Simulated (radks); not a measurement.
Results of a calculation; reference values are marked as such.
Ta19+, 54 electrons, occupied as [Kr] 4d10 4f8.

Level of theory: Dirac Kohn-Sham, exchange-only PBE, spin-unpolarised, spherical densities, finite nucleus; open shells fill j = l - 1/2 first; Fermi nuclear charge, rms radius 5.3507 fm (a radial shooting solver on a logarithmic mesh with Libxc functionals).

Energy parts (eV):
part                   energy
total              -421301.93
kinetic             473233.05
electron-nucleus  -1023973.99
Hartree             137477.99
exchange             -8038.98

Orbitals (lengths in bohr, moments of r in powers of bohr):
| orbital | occ. | eigenvalue (eV) | <1/r> |
|---|---|---|---|
| 1s1/2 | 2 | -67747.16 | 85.40 |
| 2s1/2 | 2 | -12037.60 | 20.74 |
| 2p1/2 | 2 | -11528.27 | 20.71 |
| 2p3/2 | 4 | -10257.96 | 17.50 |
| 3s1/2 | 2 | -3134.342 | 7.617 |
| 3p1/2 | 2 | -2907.632 | 7.533 |
| 3p3/2 | 4 | -2633.746 | 6.705 |
| 3d3/2 | 4 | -2250.233 | 6.595 |
| 3d5/2 | 6 | -2190.590 | 6.399 |
| 4s1/2 | 2 | -1007.591 | 3.268 |
| 4p1/2 | 2 | -913.1648 | 3.168 |
| 4p3/2 | 4 | -846.1543 | 2.890 |
| 4d3/2 | 4 | -689.8930 | 2.710 |
| 4d5/2 | 6 | -676.9369 | 2.645 |
| 4f5/2 | 6 | -479.5890 | 2.352 |
| 4f7/2 | 2 | -476.7716 | 2.330 |
| 5s1/2 | 0 | -454.9238 | 1.561 |
| 5p1/2 | 0 | -418.2006 | 1.494 |
| 5p3/2 | 0 | -399.1967 | 1.405 |

The highest occupied level is 4f7/2 at -476.77 eV. The electron density at the nucleus is 1.312e+06 e/bohr^3. For comparison, the ionisation energy in NIST's Atomic Spectra Database is 530 eV (theoretical). In exact Kohn-Sham theory the highest level is minus the ionisation energy, but local and semilocal functionals leave it too shallow, through self-interaction and a potential that decays too fast; potentials with the right tail come closer. Summed over all electrons, <r^2> = 8.057 bohr^2, which gives a Langevin (diamagnetic) susceptibility term of -6.38 x 10^-6 cm^3/mol.

Beside tabulated values, note that spin-unpolarised runs miss the spin-polarisation part of the exchange energy of open shells.
